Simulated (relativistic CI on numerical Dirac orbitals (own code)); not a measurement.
**Slater and spin-orbit integrals, Pd**

Method of calculation: Dirac-Coulomb-Breit CI, separate exchange-only KLI orbitals for each configuration, model QED (radiative potential, 1s self-energy scaled to tabulated hydrogen-like ionisation energies), valence Slater integrals scaled by 0.85, P86 correlation energy added to each configuration (own radial code, finite nucleus).

Slater integrals F^k, G^k are unscaled and averaged over j, outside the closed core [Kr]; ζ comes from projecting the Hamiltonian with its Breit term on Σ l·s of the shell.

- 4d9 5s: ζ(4d) = 1339.1, G^2(4d,5s) = 12810 cm⁻¹; <r>(4d) = 1.49, <r^2>(4d) = 2.761, <r>(5s) = 3.28, <r^2>(5s) = 12.62 (bohr units).
- 4d8 5s2: F^2(4d,4d) = 69325, F^4(4d,4d) = 45011, ζ(4d) = 1450.5 cm⁻¹; <r>(4d) = 1.424, <r^2>(4d) = 2.48 (bohr units).
- 4d9 5p: ζ(4d) = 1361.4, F^2(4d,5p) = 10062, G^1(4d,5p) = 4263.6, G^3(4d,5p) = 3171.4, ζ(5p) = 344.53 cm⁻¹; <r>(4d) = 1.467, <r^2>(4d) = 2.649, <r>(5p) = 5.242, <r^2>(5p) = 32.77 (bohr units).

(1) Give the Racah parameters of the d shell in 4d8 5s2.

In this model ζ of a weakly bound d, f or g electron outside closed shells comes out too small, for d by up to a factor of two or three and at times with the wrong sign; that of an outer p electron is too small as well.

For a near-neutral ion this model can misplace configurations by up to about 10,000 cm⁻¹ (more where the count of f electrons changes) and terms by 10 to 25 % of their spread. Rates follow the energies as ν³ (E1, M1) or ν⁵ (E2), so they and the lifetimes can be off by large factors. The fine structure of a lone outer electron comes out too small, for d and f at times inverted, and misplaced configurations move strength between like terms. 19 of the 19 excited levels that our extract of the measured tables holds in this range could be paired (the sources list more); they are missed by 4756 cm⁻¹ on average and 7000 at most, and levels without a partner can miss by more.

Averages of the first 10 configurations, taken without configuration mixing, which lowers the lowest level and can move excited configurations by several eV; other configurations of the list can lie among them:

| Configuration | Parity | States | Average energy above the lowest level (eV) |
| --- | --- | --- | --- |
| 4d10 | even | 1 | 0.1 |
| 4d9 5s | even | 20 | 0.8 |
| 4d8 5s2 | even | 45 | 4.2 |
| 4d9 5p | odd | 60 | 4.0 |
| 4d9 6s | even | 20 | 5.2 |
| 4d9 6p | odd | 60 | 6.0 |
| 4d9 5d | even | 100 | 5.8 |
| 4d8 5s 5p | odd | 540 | 7.4 |
| 4d9 4f | odd | 140 | 6.7 |
| 4d9 6d | even | 100 | 6.6 |

## Answers

(1) B = F²/49 − 5F⁴/441 = 904 cm⁻¹ and C = 35F⁴/441 = 3572 cm⁻¹; values fitted to spectra at such low charge are typically 15 to 30 % smaller.
